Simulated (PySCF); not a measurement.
## Broadened absorption spectrum of C7H6N2Se

Compound: C₇H₆N₂Se.
Geometry (PBE0-D3(BJ)/def2-SVP, Å), atoms numbered from 1 in this order:
```xyz
16
C7H6N2Se angstrom
N      3.569   -1.343    0.043
C      2.569   -0.774   -0.115
C      1.320   -0.108   -0.306
C      1.333    1.213   -0.590
Se    -0.141    2.310   -0.916
C     -1.503    0.920   -0.854
C     -1.171   -0.152    0.188
C     -2.316   -1.048    0.342
N     -3.228   -1.754    0.442
C      0.083   -0.960   -0.165
H      2.286    1.747   -0.641
H     -2.441    1.434   -0.606
H     -1.607    0.472   -1.852
H     -1.013    0.341    1.163
H      0.257   -1.714    0.617
H     -0.092   -1.525   -1.096
```

Computed with TDDFT wB97X-D/def2-SVPD, vertical, gas phase, core orbitals frozen in the response in PySCF 2.14.0, density-fitted response routines. Relativistic effects, spin–orbit coupling among them, are left out although an element past zinc is present.

Each state is given a Gaussian of 0.5 eV full width at half maximum, with ε(max) = 2.175×10⁸ f / Δν̃ (Δν̃ the width in cm⁻¹). The cross-section is σ = 3.8235×10⁻²¹ ε cm², given in Mb (10⁻¹⁸ cm²). The width is an assumption, not a result. The curve ends short of the highest state used, and states not computed would add to its high-energy end.

λ (nm), σ (Mb) and a bar:
```
    201.1       9.16 #####
    204.9       7.30 ####
    208.7       5.29 ###
    212.5       3.51 ##
    216.4       2.06 #
    220.2       1.16 #
    224.0       0.94 
    227.8       1.76 #
    231.6       4.28 ##
    235.4       9.36 #####
    239.3      17.80 #########
    243.1      28.72 ##############
    246.9      40.71 ####################
    250.7      51.38 ##########################
    254.5      58.43 #############################
    258.3      60.40 ##############################
    262.1      57.20 ############################
    266.0      49.68 #########################
    269.8      40.07 ####################
    273.6      30.06 ###############
    277.4      21.07 ##########
    281.2      13.86 #######
    285.0       8.58 ####
    288.8       5.03 ##
    292.7       2.75 #
    296.5       1.46 #
    300.3       0.74 
    304.1       0.36 
    307.9       0.17 
    311.7       0.08
```

(1) Locate the maxima and give the states behind the curve.

(2) On this curve, what absorbance would a 10⁻⁵ mol/L sample give at 280 nm over a 1 cm path?

(3) Coming from long wavelengths, where does ε first pass 100 L mol⁻¹ cm⁻¹?

(4) Does any computed singlet lie in the visible range?

Results:

(1) 258 nm (4.81 eV), ε about 16000, made up of S1 (58%) and S2 (42%) (ε in L mol⁻¹ cm⁻¹; maxima over ε = 5, shares over 10%). At its high-energy end, 6.17 eV, the curve is still rising (ε about 2400, from S3 and S4). The states used: S1 4.73 eV (f 0.183); S2 4.92 eV (f 0.142); S3 5.96 eV (f 0.016); S4 6.30 eV (f 0.041); S5 6.54 eV (f 0.0029); S6 6.77 eV (f 0.0050).

(2) 280 nm is 4.428 eV, where ε is about 4200 L mol⁻¹ cm⁻¹, so A = ε c l ≈ 0.042 (Beer–Lambert, with the gas-phase spectrum and the assumed width).

(3) At about 304 nm (4.08 eV), 0.64 eV below S1.

(4) No computed singlet lies in the visible range (380 to 750 nm); the lowest, at 262 nm, stands 1.46 eV above its violet end (3.26 eV).

The run took about 2.6 min of CPU time (one thread, shared machine).

One conformer stands for the species.
